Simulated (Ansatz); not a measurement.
Cartesian coordinates (Å):
SMILES: [OH][InH2]
```xyz
5

O      1.3433    -0.4052     0.0012
In    -0.6344    -0.0605     0.0194
H      1.8747     0.3937    -0.0729
H     -1.0769     1.5974    -0.0952
H     -1.5067    -1.5254     0.1474
```
Charge 0, spin multiplicity 1.

Computed with frozen-core CCSD(T)/def2-TZVPP // B3LYP-D3(BJ)/def2-TZVP in Ansatz (an electronic-structure program).

| Item | Result |
|---|---|
| HF energy | -265.84310 Ha |
| MP2 correlation energy | -0.54473 Ha |

Task: Estimate the CCSD correlation energy, the (T) correction, the total energy and the T1 diagnostic.

Result: 
- CCSD correlation energy = -0.55094 Ha
- (T) correction = -0.01722 Ha
- CCSD(T) total energy = -266.41126 Ha
- T1 diagnostic = 0.017
